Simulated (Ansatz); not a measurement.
Relaxation of AlH5N2O (9 atoms, charge 0, multiplicity 1), to a largest force component of 0.02 eV/Å in at most 40 steps.

All numbers below come from RKS PBE-D4/6-31G in Ansatz 0.2.0.

```xyz
9
Properties=species:S:1:pos:R:3
Al 0.000 0.000 0.000
O 0.000 0.000 1.780
H -0.909 -0.281 2.117
N 1.663 0.000 -0.960
H 2.129 -0.918 -1.212
H 2.114 0.918 -1.238
N -1.663 0.000 -0.960
H -2.332 -0.816 -0.861
H -1.912 0.816 -1.589
```

Problem. Where does it end, and by what steps?

Solution. The run converged. Limits of this set-up: no polarisation functions. After 11 steps the energy has fallen by 1.054 eV; H5 moved furthest, 1.20 Å.

```tsv
step	energy less start (eV)	largest force component (eV/Å)	accepted
0	0.0000	2.202	yes
1	-0.4393	2.328	yes
2	-0.6631	1.533	yes
3	-0.7930	0.780	yes
4	-0.8707	0.526	yes
5	-0.9443	0.285	yes
6	-0.9932	0.380	yes
7	-1.0361	0.189	yes
8	-1.0528	0.085	yes
9	-1.0535	0.044	yes
10	-1.0532	0.027	no
11	-1.0542	0.009	yes
```

```xyz
9
Properties=species:S:1:pos:R:3
Al -0.067 -0.054 -0.075
O -0.020 -0.097 1.663
H -0.654 0.066 2.378
N 1.521 0.095 -0.902
H 1.677 -0.037 -1.898
H 2.384 0.287 -0.398
N -1.596 -0.159 -1.026
H -2.496 -0.441 -0.646
H -1.659 0.058 -2.019
```

Whether the end is a true minimum wasn't checked by a vibrational analysis.

The run took 31 s on 1 thread of Arm Neoverse V1, on a shared host, peak memory 0.13 GiB.
